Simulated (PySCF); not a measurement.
FGeH5N2O. Atoms are numbered in the order given.

```xyz
10

N     -1.2124    -1.2909    -0.3996
Ge     0.0031    -0.0067     0.0153
N      1.4834    -0.5849     0.8849
O     -0.6692     1.2460     1.0628
F      0.3681     0.7240    -1.5359
H     -1.3418    -1.4445    -1.3969
H     -1.0844    -2.1776     0.0819
H      2.2196    -0.9594     0.2905
H      1.8759     0.1090     1.5189
H     -1.6237     1.3341     0.9385
```

The structure is a stationary point at B3LYP-D3(BJ)/def2-SVP. This is a generated structure with no PubChem entry under its InChIKey; it may be hypothetical. One conformer was computed; it need not be the lowest.

All values below come from PBE/pcSseg-1 (PySCF).

GIAO shieldings, no solvent; atoms listed in one row are averaged. δ = σ(ref) − σ: ¹⁵N against NH3 (σ = 267.0 ppm); ⁷³Ge against GeH4 (σ = 1614.4 ppm); ¹⁷O against H2O (σ = 334.3 ppm); ¹⁹F against CFCl3 (σ = 133.6 ppm); ¹H against TMS (σ = 31.49 ppm), references at their B3LYP-D3(BJ)/def2-TZVP geometries, non-relativistic.

Computed chemical shifts:
```tsv
nucleus	atoms	count	δ (ppm)
¹⁵N	N1, N3	2	30.4
⁷³Ge	Ge2	1	394.7
¹⁷O	O4	1	71.9
¹⁹F	F5	1	-163.5
¹H	H10	1	1.75
¹H	H9	1	1.24
¹H	H7	1	0.95
¹H	H6	1	0.92
¹H	H8	1	0.68
```
